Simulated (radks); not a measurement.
Valence configurations of Tc I (all share [Kr]). Method: Dirac Kohn-Sham, LDA (Slater exchange, Perdew-Wang correlation), spin-unpolarised, spherical densities, finite nucleus; open shells fill j = l - 1/2 first; Fermi nuclear charge, rms radius 4.4112 fm; computed with a radial shooting solver on a logarithmic mesh with Libxc functionals. Energies are relative to 4d5 5s2; eigenvalues in eV.

valence          E (eV)  e(4d3/2)  e(4d5/2)  e(5p1/2)  e(5p3/2)  e(5s1/2)
4d6 5s1          -0.714    -4.765    -4.505         -         -    -4.410
4d5.5 5s1.5      -0.518    -5.791    -5.518         -         -    -4.816
4d7              -0.297    -3.048    -2.813         -         -         -
4d5 5s2           0.000    -6.914    -6.627         -         -    -5.243
4d5 5s1.5 5p0.5   1.834    -7.575    -7.285    -1.984         -    -5.697
4d4.5 5s2 5p0.5   2.815    -8.767    -8.464    -2.198         -    -6.117
4d5 5s1 5p1       3.715    -8.192    -7.900    -2.299         -    -6.109
4d4 5s2 5p1       6.277   -10.627         -    -2.717         -    -6.934
4d4 5s1 5p2      10.581   -11.728         -    -3.238         -    -7.627
4d3 5s1.5 5p2.5  18.147   -14.993         -    -3.932    -3.661    -8.807

NIST lists [Kr] 4d5 5s2 as the ground configuration; this level of theory puts 4d6 5s1 lower, by 0.714 eV. The energies are those of spherical spin-averaged densities, not of single terms.
